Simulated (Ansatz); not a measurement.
**What each rung costs, and what it gives**

The pair of HCl (SMILES Cl, atoms 1–2) and GeH₄ (SMILES [GeH4], atoms 3–7), both closed shells, in one local arrangement (a lower one may exist), relaxed at PBE0-D4/def2-TZVP:

```
7
angstrom
Cl -0.4279 -0.0356 -3.0512
H 0.3251 0.1301 -2.0265
Ge 0.0100 -0.0218 1.0253
H -0.5370 -1.4408 0.8387
H -1.1282 0.9998 0.9353
H 1.0286 0.2695 -0.0950
H 0.7294 0.0988 2.3733
```

Interaction energies are counterpoise-corrected; the time is that of the whole pair.

Ansatz 0.2.0; basis: as named in each row; cores frozen in the correlated methods. Filled d shells of the heavier atoms are correlated. The def2 sets are not built for correlating such inner shells, so the correlated values are less sure here. B3LYP uses VWN-RPA correlation. Extrapolation: Hartree–Fock as exp(−7.88 √X), correlation as X^−2.97.

Times are rough, for one single point on 2 threads of a shared host (Arm Neoverse V1).

The estimate by CCSD(T) at an estimated basis limit (MP2 extrapolated from triple and quadruple zeta, plus CCSD(T) − MP2 in triple zeta) is -4.3 kJ/mol.

| method | basis | time (s) | interaction energy (kJ/mol) | method less estimate |
| --- | --- | --- | --- | --- |
| HF | STO-3G | under 1 | 4.0 | 8.4 |
| PBE-D4 | STO-3G | under 1 | -4.7 | -0.4 |
| SPW92 | def2-SVP | under 1 | -8.7 | -4.4 |
| PBE-D4 | def2-SVP | under 1 | -5.7 | -1.4 |
| B3LYP-D4 | 6-31G | under 1 | -5.0 | -0.7 |
| PBE0-D4 | def2-SVP | 1 | -4.6 | -0.2 |
| CCSD(T) | def2-SVP | 2 | 1.0 | 5.3 |
| revPBE-D4 | def2-TZVPPD | 2 | -4.7 | -0.4 |
| PBE-D4 | def2-TZVPPD | 2 | -6.3 | -2.0 |
| BLYP-D4 | def2-TZVPPD | 3 | -4.7 | -0.4 |
| PBE0-D4 | def2-TZVPPD | 3 | -5.2 | -0.9 |
| B3LYP-D4 | def2-TZVPPD | 4 | -4.8 | -0.5 |
| HSE06-D4 | def2-TZVPPD | 4 | -5.3 | -1.0 |
| r2SCAN-D4 | def2-TZVPPD | 4 | -4.3 | 0.0 |
| wB97M-V | def2-SVP | 5 | -2.7 | 1.6 |
| B2PLYP | def2-TZVPPD | 6 | -1.6 | 2.8 |
| wB97X-V | def2-TZVPPD | 8 | -3.9 | 0.5 |
| B97M-V | def2-TZVPPD | 10 | -4.6 | -0.3 |
| wB97M-V | def2-TZVPPD | 11 | -3.8 | 0.5 |
| MP2 | def2-QZVPPD | 18 | -4.4 | -0.1 |
| CCSD(T) | def2-TZVPPD | 67 | -3.1 | 1.2 |

T1 diagnostic: at most 0.012.
